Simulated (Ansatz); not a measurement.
C2H7BO2 (`CB(O)CO`), relaxed with RKS PBE-D4/def2-SVP in the Gaussian-basis code of Ansatz from a rough embedded geometry. The force threshold is 0.03 eV/Å; the program also tests the step.

Total charge 0; spin multiplicity 1.

Start:

```xyz
12

C     0.714   -0.728    1.170
B    -0.046    0.331    0.335
O    -0.632    1.443    1.022
C    -0.190    0.279   -1.286
O    -0.827   -0.947   -1.634
H    -0.034   -1.255    1.892
H     1.523   -0.313    1.730
H     1.059   -1.557    0.481
H     0.051    2.165    1.092
H    -0.669    1.131   -1.645
H     0.874    0.184   -1.651
H    -1.823   -0.736   -1.506
```

Q: How much energy does the relaxation release, and in how many steps? (Best estimate.)

A: Computed: 26.34 kcal/mol, in 16 steps.

Q: Which bonds change most? (An estimate is asked.)

A: Computed: C4–H10 from 1.042 to 1.123 Å; B2–O3 from 1.433 to 1.371 Å; O5–H12 from 1.026 to 0.973 Å; C1–H6 from 1.165 to 1.115 Å.

Q: Give the relaxed structure. (Estimate.)

A: Ansatz gave: 
```xyz
12

C     0.424   -0.706    1.144
B     0.130    0.531    0.203
O     0.255    1.833    0.612
C    -0.358    0.329   -1.297
O    -0.464   -1.021   -1.752
H    -0.544   -1.146    1.482
H     1.009   -0.473    2.058
H     0.937   -1.511    0.577
H     0.567    1.905    1.532
H    -1.299    0.916   -1.475
H     0.392    0.826   -1.956
H    -1.050   -1.484   -1.129
```
